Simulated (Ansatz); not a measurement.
Species: CH5FOSi, SMILES `O[SiH2]CF` (H–O–Si–C torsion 60°, O–Si–C–F torsion -60°) (charge 0, multiplicity 1), formula CH₅FOSi.

Q: How many basis functions does frozen-core CCSD(T)/def2-TZVPP // PBE0-D4/def2-TZVP (Ansatz, a program for electronic structure) use, how many core orbitals are frozen, and how many electrons are correlated?

A: 205 basis functions and 8 frozen orbitals, which leaves 26 correlated electrons. Core time is of the order of minutes.
